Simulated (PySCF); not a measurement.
**Variants of one PySCF input: NaBe⁻**

Base input, run as `OMP_NUM_THREADS=1 python input.py` with PySCF 2.14:

```python
from pyscf import gto, dft
from pyscf.geomopt.geometric_solver import optimize

mol = gto.M(
    atom='Na 0 0 0; Be 0 0 2.635',
    basis='def2-svpd',
    charge=-1,
    spin=0,
    verbose=3,
)
mf = dft.RKS(mol, xc='olyp')
mf = mf.density_fit(auxbasis='def2-universal-jkfit')
mf.kernel()
g = mf.nuc_grad_method()
g.grid_response = True
mol_eq = optimize(g.as_scanner(), maxsteps=30)
print('optimised geometry (angstrom)')
print(mol_eq.tostring('raw'))
print('orbital energies (hartree):', mf.mo_energy[..., max(0, mol.nelec[1]-3):mol.nelec[0]+3].round(4))
```

Base result: E(SCF) = -176.881373 Eh, all at the start geometry; optimised bond 3.338 Å with E = -176.889753 Eh after 8 steps. The last line lists the levels of the start geometry. Stability towards an unrestricted solution was not tested.

It ran on Intel Xeon 6975P-C (1 thread, shared host) in 5.6 s, peak memory 0.24 GiB.

Each row names what differs from the base; energies in brackets are changes from the base.

```tsv
change	result	wall time (s)
DIIS space: default → off [unsound on purpose]	the SCF does not converge, then it stops with RuntimeError (Nuclear gradients of <pyscf.scf.hf.DFRKS_Scanner object> not converged) after the SCF	4.9
functional: olyp → x3lyp	E(SCF) = -176.866718 Eh, all at the start geometry; optimised bond 3.242 Å with E = -176.873452 Eh after 8 steps	6
level shift (hartree): none → 0.5	the SCF does not converge, then it stops with RuntimeError (Nuclear gradients of <pyscf.scf.hf.DFRKS_Scanner object> not converged) after the SCF	5
Cartesian functions: off → on	E(SCF) = -176.884347 Eh (-0.0809 eV), all at the start geometry; optimised bond 3.334 Å with E = -176.892781 Eh after 8 steps	5.7
step after the SCF: optimize → eomip; SCF type: RKS → RHF; functional: olyp → none (Hartree–Fock); frozen orbitals: default → 1; number of roots: default → 4	E(SCF) = -176.323083 Eh, E(CCSD) − E(SCF) = -0.07652 Eh, ionisation roots 0.423, 1.593, 1.593, 2.089 eV	0.93
spin (2S): 0 → 2; SCF type: RKS → UKS [a high spin state]	E(SCF) = -176.870092 Eh (+0.3070 eV), ⟨S²⟩ = 2.008, all at the start geometry; optimised bond 2.878 Å with E = -176.871702 Eh after 6 steps	6.9
damping: none → 0.95	E(SCF) = -176.881373 Eh (+0.0000 eV), all at the start geometry; optimised bond 3.338 Å with E = -176.889753 Eh after 8 steps	7.6
integration grid: default → 1	E(SCF) = -176.881335 Eh (+0.0010 eV), all at the start geometry; optimised bond 3.338 Å with E = -176.889717 Eh after 8 steps	3.3
geometry: bond 2.635 → bond 10 [unsound on purpose] [stretched restricted solution, likely unstable]	the SCF does not converge, then it stops with RuntimeError (Nuclear gradients of <pyscf.scf.hf.DFRKS_Scanner object> not converged) after the SCF	4.9
step after the SCF: optimize → cisd; SCF type: RKS → RHF; functional: olyp → none (Hartree–Fock); frozen orbitals: default → 0	E(SCF) = -176.323083 Eh, E(CISD) − E(SCF) = -0.07167 Eh	0.63
PCM solvent, dielectric constant: none → 4.71; step after the SCF: optimize → analyze	E(SCF) = -176.929122 Eh (-1.2993 eV)	2.3
cycle limit: 50 → 2 [unsound on purpose]	the SCF does not converge, then it stops with RuntimeError (Nuclear gradients of <pyscf.scf.hf.DFRKS_Scanner object> not converged) after the SCF	1.3
functional: olyp → wb97x	E(SCF) = -176.861505 Eh, all at the start geometry; optimised bond 3.376 Å with E = -176.869871 Eh after 9 steps	6.3
geometry: bond 2.635 → bond 7.905 [stretched restricted solution, likely unstable]	the SCF does not converge, then it stops with RuntimeError (Nuclear gradients of <pyscf.scf.hf.DFRKS_Scanner object> not converged) after the SCF	2.8
geometry: bond 2.635 → bond 2.556	the SCF does not converge, then it stops with RuntimeError (Nuclear gradients of <pyscf.scf.hf.DFRKS_Scanner object> not converged) after the SCF	5.3
spin (2S): 0 → 1 [unsound on purpose] [runs as restricted open-shell]	stops with RuntimeError (Electron number 16 and spin 1 are not consistent)	0.65
geometry: bond 2.635 → bond 5.27 [stretched restricted solution, likely unstable]	not converged: Geometry optimization failed, Maximum iterations reached, E(SCF) = -176.883839 Eh (-0.0671 eV), all at the start geometry; optimised bond 5.076 Å with E = -176.884287 Eh after 31 steps	16
spin-free X2C: off → on [basis contracted without relativity]	E(SCF) = -177.076503 Eh, all at the start geometry; optimised bond 3.336 Å with E = -177.084833 Eh after 8 steps	5.8
basis set: def2-svpd → tzvp-def2 [unsound on purpose] [no diffuse functions for the anion]	stops with BasisNotFoundError (tzvp-def2)	0.85
```

Problem. Order these changes by how far they move the SCF energy from the base, largest first: (1) Cartesian functions: off → on; (2) PCM solvent, dielectric constant: none → 4.71; step after the SCF: optimize → analyze; (3) integration grid: default → 1.

Solution. (2) -1.2993 eV, (1) -0.0809 eV, (3) +0.0010 eV.
